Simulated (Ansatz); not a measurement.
C2HS, SMILES `C#C[S+]` (lower triplet) (charge 1, multiplicity 3). The linear singlet lies higher and needs more than one determinant, so no gap is given.

Cartesian coordinates (Å):
```xyz
4

C     -0.7440     0.0048    -0.0864
C      0.5021    -0.0033     0.0585
S      2.0538    -0.0125     0.2355
H     -1.8120     0.0110    -0.2077
```
Charge +1, spin multiplicity 3.

Frozen-core energies in cc-pVDZ from Ansatz (a first-principles code) at a geometry from B3LYP-D3(BJ)/def2-TZVP; the HF reference has <S^2> = 2.33 and the T1 diagnostic is 0.040.

```json
[
 {"level": "HF", "energy (Ha)": "-473.48009"},
 {"level": "MP2", "energy (Ha)": "-473.78358"},
 {"level": "CCSD", "energy (Ha)": "-473.82827"},
 {"level": "CCSD(T)", "energy (Ha)": "-473.84388"}
]
```

Task: Estimate the energies of CCSDT and CCSDT(Q), and give each level's difference from CCSDT(Q).

Result: 
| level | energy (Ha) | difference from CCSDT(Q) (mHa) |
|---|---|---|
| MP2 | -473.78358 | 63.93 |
| CCSD | -473.82827 | 19.24 |
| CCSD(T) | -473.84388 | 3.63 |
| CCSDT | -473.84590 | 1.61 |
| CCSDT(Q) | -473.84751 | 0.00 |
